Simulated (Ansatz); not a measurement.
System: GeF, net charge 0, doublet state. SMILES: [F][Ge]
Coordinates optimised at B3LYP-D3(BJ)/def2-TZVP (Ansatz, a first-principles code):
```xyz
2

Ge     0.0000     0.0000    -0.3885
F      0.0000     0.0000     1.3814
```
Charge 0, spin multiplicity 2.

Wanted: atomisation energy, in kcal/mol. Terms: open shells spin-unrestricted; six Cartesian d functions in 6-31G* and its kin unless marked 5d; non-relativistic; spin-orbit terms left out; atomisation electronic, to ground-state atoms. First-principles rows: single points at B3LYP-D3(BJ) geometries (Ansatz).

```json
[
 {"species": "[F][Ge]", "coefficient": "-1", "E at HF/6-31G* (Ansatz), Eh": "-2174.51958", "E at PBE/def2-TZVPD (Ansatz), Eh": "-2176.47933"},
 {"species": "F atom", "coefficient": "+1", "E at HF/6-31G* (Ansatz), Eh": "-99.36496", "E at PBE/def2-TZVPD (Ansatz), Eh": "-99.67049"},
 {"species": "Ge atom", "coefficient": "+1", "E at HF/6-31G* (Ansatz), Eh": "-2075.03782", "E at PBE/def2-TZVPD (Ansatz), Eh": "-2076.60198"}
]
```

 1 Eh = 627.5095 kcal/mol.

Problem. Compute it at each level from the table.

Solution. 
- HF/6-31G*: the sum of coefficient times E is 0.11680 Eh, or 73.29 kcal/mol. Result: 73.3 kcal/mol.
- PBE/def2-TZVPD: the sum of coefficient times E is 0.20686 Eh, or 129.81 kcal/mol. Result: 129.8 kcal/mol.
